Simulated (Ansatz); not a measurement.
Relaxation of CH2AlClLi (6 atoms, charge 1, multiplicity 1), to a largest force component of 0.015 eV/Å in at most 40 steps.

Theory: RKS PBE0-D4/def2-SVP in Ansatz.

```xyz
6
Properties=species:S:1:pos:R:3:forces:R:3
Li -0.617 -2.614 1.232 -0.07 -0.15 0.36
C -0.198 -0.759 0.548 0.17 1.29 0.86
Al 0.231 1.171 -0.107 -0.05 0.53 1.40
Cl -0.160 -1.376 -0.970 -0.14 -1.92 -2.29
H 0.287 2.215 1.023 0.02 0.42 0.38
H 0.451 1.407 -1.600 0.05 -0.17 -0.71
```

Problem. Where does it end, and by what steps?

Solution. The run converged. Limits of this set-up: the dipole of an ion depends on the origin. After 15 steps the energy has fallen by 0.728 eV; H6 moved furthest, 1.23 Å. Parted: Li1–Cl4, Al3–Cl4.

| step | energy less start (eV) | largest force component (eV/Å) | accepted |
| --- | --- | --- | --- |
| 0 | 0.0000 | 2.289 | yes |
| 1 | -0.3982 | 0.557 | yes |
| 2 | -0.4522 | 0.202 | yes |
| 3 | -0.5099 | 0.391 | yes |
| 4 | -0.5507 | 0.442 | yes |
| 5 | -0.5560 | 0.317 | yes |
| 6 | -0.5636 | 0.293 | yes |
| 7 | -0.6015 | 0.242 | yes |
| 8 | -0.6204 | 0.407 | yes |
| 9 | -0.6484 | 0.448 | yes |
| 10 | -0.6912 | 0.279 | yes |
| 11 | -0.7195 | 0.093 | yes |
| 12 | -0.7267 | 0.050 | yes |
| 13 | -0.7272 | 0.075 | yes |
| 14 | -0.7280 | 0.024 | yes |
| 15 | -0.7281 | 0.008 | yes |

```xyz
6
Properties=species:S:1:pos:R:3
Li 0.362 -2.329 1.459
C -0.183 -0.812 0.118
Al 0.241 1.144 -0.128
Cl -1.244 -1.443 -1.018
H -0.707 2.090 0.704
H 1.525 1.394 -1.009
```

The run took 30 s on 1 thread of AMD EPYC 9R14 (Zen 4), with other jobs on the host, peak memory 0.18 GiB.
